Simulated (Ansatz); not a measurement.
Start from `NB(F)S` and change one atom or group to get `FB(S)S`.

Ansatz, PBE0-D4/def2-TZVP geometries, multiplicity 1. Each molecule was computed in one conformer, which needn't be the lowest.

```json
{"property": "LUMO energy (PBE0/def2-TZVPP) / eV", "`NB(F)S`": "0.45"}
{"property": "HOMO energy (PBE0/def2-TZVPP) / eV", "`NB(F)S`": "-7.39"}
{"property": "size of the dipole moment (PBE/def2-TZVPP) / D", "`NB(F)S`": "1.73"}
{"property": "HOMO energy (PBE/def2-TZVPP) / eV", "`NB(F)S`": "-6.12"}
{"property": "LUMO energy (ωB97M-V/def2-TZVPP) / eV", "`NB(F)S`": "1.95"}
{"property": "HOMO energy (B3LYP/def2-TZVPP) / eV", "`NB(F)S`": "-7.14"}
```

(1) What does the change do to each property? (Best estimate.)

Answers

(1) Ansatz gave: 
| property | `FB(S)S` | shift |
| --- | --- | --- |
| LUMO energy (PBE0/def2-TZVPP) / eV | -0.34 | -0.79 |
| HOMO energy (PBE0/def2-TZVPP) / eV | -7.69 | -0.30 |
| size of the dipole moment (PBE/def2-TZVPP) / D | 0.72 | -1.01 |
| HOMO energy (PBE/def2-TZVPP) / eV | -6.49 | -0.37 |
| LUMO energy (ωB97M-V/def2-TZVPP) / eV | 1.75 | -0.20 |
| HOMO energy (B3LYP/def2-TZVPP) / eV | -7.43 | -0.29 |

With PBE0 the HOMO falls by 0.30 eV and the LUMO falls by 0.79 eV, so the gap narrows by about 0.49 eV. PBE moves the HOMO by -0.37 eV and ωB97M-V by -0.22 eV. Dipoles are sizes alone; their direction can turn.

B3LYP here is the variant with VWN-RPA as its local correlation; programs differ in this.
